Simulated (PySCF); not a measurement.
An unknown is described by computed data only.

Elements present: C, H, N and Si. Monoisotopic mass: 130.0926 u.

- NMR, other nuclei: isotropic shieldings of nuclei other than C and H, by class: 204 (1 N), 246 (1 N), 369 (1 Si) ppm [GIAO PBE0/pcSseg-1]
- 1H NMR: chemical shifts (computed TMS as zero) by class: 5.12 (1 H), 3.35 (2 H), 2.88 (2 H), 1.64 (2 H), 1.52 (2 H), 0.07 (3 H), 0.06 (2 H) ppm [GIAO PBE0/pcSseg-1]
- 13C NMR: chemical shifts (computed TMS as zero) by class: 50.6 (2 C), 27.1 (2 C), 2.9 (1 C) ppm [GIAO PBE0/pcSseg-1]
- Dipole: 0.64 D [PBE0/pcSseg-1]
- Rotational structure: rotational constants A, B, C: 2.852, 1.247, 0.988 GHz [GFN2-xTB]

The electronic properties come from PySCF, for the isolated species, density fitting. Levels stand in brackets. One conformer (not necessarily the lowest) at the GFN2-xTB geometry, without solvent, vibrations or thermal averaging. NMR classes are plain means over equivalent atoms (diastereotopic ones count apart unless rotation or inversion swaps them), as if these changed places fast.

Question: Which formula fits the mass and the elements?

Answer: C5H14N2Si (calculated 130.0926). No other formula that holds each of these elements comes within 0.0003 u with a fitting electron parity and a possible valence count.

Question: What is the compound? Reason from the data.

Answer: Numbering: `[CH3:1][Si@H:2]([NH2:3])[N:4]1[CH2:5][CH2:6][CH2:7][CH2:8]1`. Its formula, C5H14N2Si, gives 1 degree of unsaturation: 1 ring and 0 π bonds in the structure found. 5 carbons fall into 3 classes; from least to most shielded: ring sp3 carbon bound to nitrogen [C5/C8] (50.6 ppm, 2 C), ring CH2 carbon [C6/C7] (27.1 ppm, 2 C), Si-methyl carbon [C1] (2.9 ppm). Hydrogen classes from least to most shielded: 1 H on an SiH silicon, Si2 (5.12 ppm), 2 H on 2 like atoms (sp3 carbon bound to nitrogen), C5/C8 (3.35 ppm, a mean of values up to 1.3 ppm apart in this geometry), 2 H on 2 like atoms (sp3 carbon bound to nitrogen), C5/C8 (2.88 ppm, a mean of values up to 0.5 ppm apart in this geometry), 2 H on 2 ring CH2 carbons, C6/C7 (1.64 ppm), 2 H on 2 ring CH2 carbons, C6/C7 (1.52 ppm), 3 H on an Si-methyl carbon, C1 (0.07 ppm), 2 H on a silicon-bound nitrogen, N3 (0.06 ppm). The other shieldings belong to: 204 ppm, silicon-bound nitrogen [N4]; 246 ppm, silicon-bound nitrogen [N3]; 369 ppm, SiH silicon [Si2]. The optimised geometry has point group C1 and is an asymmetric top. Structure: `C[Si@H](N)N1CCCC1`. Computed isomers that give other values at the same levels: `C[SiH](C)N(N)C1CC1` (13C chemical shifts (computed TMS as zero) by class: 38.5 (1 C), 9.2 (2 C), -1.2 (2 C) ppm); `C=C([SiH2]N)N(C)CC` (13C chemical shifts (computed TMS as zero) by class: 156.4 (1 C), 97.2 (1 C), 52.3 (1 C), 36.8 (1 C), 17.3 (1 C) ppm); `C=C[C@@](C)(N)C[SiH2]N` (13C chemical shifts (computed TMS as zero) by class: 154.9 (1 C), 118.3 (1 C), 54.1 (1 C), 37.4 (1 C), 36.7 (1 C) ppm). The assignments are read from this structure; whether some other isomer fits the data as well wasn't checked. The mirror image fits equally.
